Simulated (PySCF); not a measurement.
# Frontier levels across methods

Compound: B3ClH5N.
Atom-mapped SMILES: `[BH2:1][B:2]([Cl:3])[BH:4][NH2:5]` (hydrogens: H6, H7 on B1; H8 on B4; H9, H10 on N5)

Geometry (PBE0-D3(BJ)/def2-SVP, Å), atoms numbered from 1 in this order:
```
atom  x, y, z in Å
B1     1.9704    0.5076    1.0404
B2     0.3351    0.5829    1.3266
Cl3   -0.1279    0.9502    3.0072
B4    -0.9254    0.3288    0.2187
N5    -1.3923    1.2968   -0.6643
H6     2.5937    1.5005    0.7292
H7     2.6001   -0.5242    1.1188
H8    -1.4679   -0.7591    0.1915
H9    -2.1718    1.1389   -1.2905
H10   -1.0198    2.2360   -0.7223
```

Basis pcSseg-2 throughout (PySCF), one geometry. One conformer (not necessarily the lowest) at the PBE0-D3(BJ)/def2-SVP geometry, without solvent, vibrations or thermal averaging.

Problem. How do the orbital energies, the gap and the dipole change with the method?

Solution. 
| method | kind | HOMO (eV) | LUMO (eV) | gap (eV) | μ (D) | SCF cycles |
| --- | --- | --- | --- | --- | --- | --- |
| BLYP | GGA | -5.87 | -2.74 | 3.14 | 2.64 | 14 |
| OPBE | GGA | -5.92 | -2.72 | 3.20 | 2.67 | 15 |
| PBE | GGA | -5.96 | -2.91 | 3.06 | 2.67 | 14 |
| B97-D | GGA | -5.98 | -2.70 | 3.28 | 2.65 | 14 |
| KT2 | GGA | -6.03 | -2.93 | 3.10 | 2.64 | 15 |
| LDA | LDA | -6.05 | -3.20 | 2.85 | 2.72 | 14 |
| BP86 | GGA | -6.07 | -2.95 | 3.12 | 2.67 | 14 |
| KT3 | GGA | -6.07 | -2.82 | 3.26 | 2.61 | 15 |
| B97-2 | global hybrid | -7.01 | -1.91 | 5.09 | 2.63 | 13 |
| B3LYP | global hybrid | -7.06 | -2.15 | 4.91 | 2.63 | 13 |
| PBE0 | global hybrid | -7.25 | -1.94 | 5.30 | 2.65 | 13 |
| mPW1PW91 | global hybrid | -7.28 | -1.93 | 5.35 | 2.64 | 13 |
| BHandHLYP | global hybrid | -8.49 | -0.93 | 7.55 | 2.62 | 12 |
| CAM-B3LYP | range-separated hybrid | -8.65 | -0.87 | 7.79 | 2.64 | 12 |
| wB97X-D | range-separated hybrid | -9.14 | -0.07 | 9.07 | 2.66 | 13 |
| LC-wPBE | range-separated hybrid | -9.99 | 0.32 | 10.31 | 2.66 | 14 |
| HF | Hartree–Fock | -10.35 | 1.39 | 11.74 | 2.63 | 11 |

The HOMO spans 4.48 eV, from BLYP down to HF, and the gap runs from 2.85 eV (LDA) to 11.74 eV (HF). Over the methods BLYP (0 %), OPBE (0 %), PBE (0 %), B97-D (0 %), KT2 (0 %), LDA (0 %), BP86 (0 %), KT3 (0 %), B97-2 (21 %), B3LYP (20 %), PBE0 (25 %), mPW1PW91 (25 %), BHandHLYP (50 %), HF (100 %), a straight line through the gap against the share of exact exchange rises by 0.87 eV for each 10 % (correlation coefficient 0.999). The dipole ranges from 2.61 D (KT3) to 2.72 D (LDA). This basis has no diffuse functions.
